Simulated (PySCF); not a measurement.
# Bond lengths and vibrations by method: ClGeH4Si

Calculated results; nothing here was measured. They come from PySCF 2.14.0, an open-source quantum chemistry program, on an isolated molecule that a program drew, which may never have been made. The molecule is ClGeH4Si (charge 0, doublet), drawn as the SMILES string `[SiH2][GeH2][Cl]`.

The geometry was optimised and harmonic frequencies were computed with HF and MP2, all in the cc-pV(D+d)Z basis, for the commonest isotopes, with a restricted reference for singlets and an unrestricted one otherwise, and a frozen core in MP2. Germanium has the cc-pVDZ-PP basis, with a core potential (ECP10MDF) in place of its 10 inner electrons, and its 3s, 3p and 3d shells are frozen in MP2. Each result is a local minimum of its method.

Geometry at the HF minimum:
```xyz
7
ClGeH4Si, angstrom
Si    1.8323   -1.5121   -0.2142
Ge    0.1816    0.2083   -0.0016
Cl   -1.7548   -0.5431   -0.7055
H     1.5191   -2.6872    0.6292
H     2.0365   -1.9129   -1.6241
H     0.4879    1.4268   -0.8679
H    -0.0443    0.6294    1.4478
```

Lengths of the bonds as drawn, in Å (atoms numbered as above):
```
   bond     HF    MP2
Si1-Ge2  2.394  2.386
Ge2-Cl3  2.193  2.188
 Si1-H4  1.480  1.483
 Si1-H5  1.480  1.483
 Ge2-H6  1.526  1.533
 Ge2-H7  1.526  1.533
```

Rotational constants, in GHz:
| constant | HF | MP2 |
|---|---|---|
| A | 6.784 | 6.849 |
| B | 2.16 | 2.162 |
| C | 1.706 | 1.712 |

Harmonic frequencies in cm^-1, each column in rising order, so a row needn't be the same motion in every method:
```
rank    HF   MP2
   1   113   105
   2   113   118
   3   365   352
   4   375   362
   5   412   415
   6   594   534
   7   600   565
   8   724   692
   9   818   771
  10   940   887
  11   992     ?
  12  2248  2197
  13  2252  2203
  14  2308  2269
  15  2326  2296
```

**Estimate the missing MP2 frequency from the HF column.**

A single factor s that minimises the squared misfit of MP2 against s times HF over the other rows is sum(HF x MP2) / sum(HF^2) = 0.9767, with an rms misfit of 20 cm^-1. For rank 11 it gives 0.9767 x 992 = 969 cm^-1. The calculation gives 944 cm^-1, 25 cm^-1 below the estimate. The drawn bonds are on average 0.1 % longer in MP2 than in HF.
